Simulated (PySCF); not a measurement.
**Ionisation energy along the 11-electron series**

Calculated with PySCF 2.14 and a two-component X2C-1e Hamiltonian (Gaussian nucleus, no Breit or QED terms), each ion in its own even-tempered basis scaled to its charge; GMP2 freezes 1s2 and drops the highest virtual spinors. Values in eV. NIST values: (m) measured, (s) semi-empirical, (t) theoretical.

| ion | configuration | GHF (screened spin-orbit) | GMP2 (screened spin-orbit) | NIST |
| --- | --- | --- | --- | --- |
| Br²⁴⁺ | [Ne] 3s1 | 1118.5 | 1119.2 | 1119.2 (s) |
| Kr²⁵⁺ | [Ne] 3s1 | 1204.6 | 1205.3 | 1205.2 (s) |
| Rb²⁶⁺ | [Ne] 3s1 | 1294.0 | 1294.6 | 1294.6 (s) |

Between Z = 35 and Z = 37 the GMP2 (screened spin-orbit) value grows as Z to the power 2.62.
